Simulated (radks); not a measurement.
The niobium ion Nb3+, 38 electrons, occupied as [Kr] 4d2. Calculated with a radial shooting solver on a logarithmic mesh with Libxc functionals: Dirac Kohn-Sham, PBE, spin-unpolarised, spherical densities, finite nucleus; open shells fill j = l - 1/2 first; Fermi nuclear charge, rms radius 4.324 fm.

Unscreened Slater integrals over Kohn-Sham orbitals (eV). Large and small components are both included. Empty in this configuration: 4d5/2.

F0(4d3/2,4d3/2): 14.411
F2(4d3/2,4d3/2): 7.3046
F0(4d3/2,4p3/2): 16.263
F2(4d3/2,4p3/2): 7.9963
G1(4d3/2,4p3/2): 9.9397
G3(4d3/2,4p3/2): 6.0726
F0(4d3/2,4p1/2): 16.384
G1(4d3/2,4p1/2): 9.8367
F0(4d3/2,4s1/2): 16.852
G2(4d3/2,4s1/2): 7.0626
F0(4d3/2,4d5/2): 14.361
F2(4d3/2,4d5/2): 7.2800
G2(4d3/2,4d5/2): 7.2780
G4(4d3/2,4d5/2): 4.7716
F0(4p3/2,4p3/2): 19.110
F2(4p3/2,4p3/2): 10.082
F0(4p3/2,4p1/2): 19.318
G2(4p3/2,4p1/2): 10.173
F0(4p3/2,4s1/2): 20.117
G1(4p3/2,4s1/2): 13.605
F0(4p3/2,4d5/2): 16.189
F2(4p3/2,4d5/2): 7.9383
G1(4p3/2,4d5/2): 9.8429
G3(4p3/2,4d5/2): 6.0127
F0(4p1/2,4p1/2): 19.534
F0(4p1/2,4s1/2): 20.367
G1(4p1/2,4s1/2): 13.886
F0(4p1/2,4d5/2): 16.308
G3(4p1/2,4d5/2): 5.9409
F0(4s1/2,4s1/2): 21.331
F0(4s1/2,4d5/2): 16.768
G2(4s1/2,4d5/2): 6.9685
F0(4d5/2,4d5/2): 14.312
F2(4d5/2,4d5/2): 7.2561
F4(4d5/2,4d5/2): 4.7573
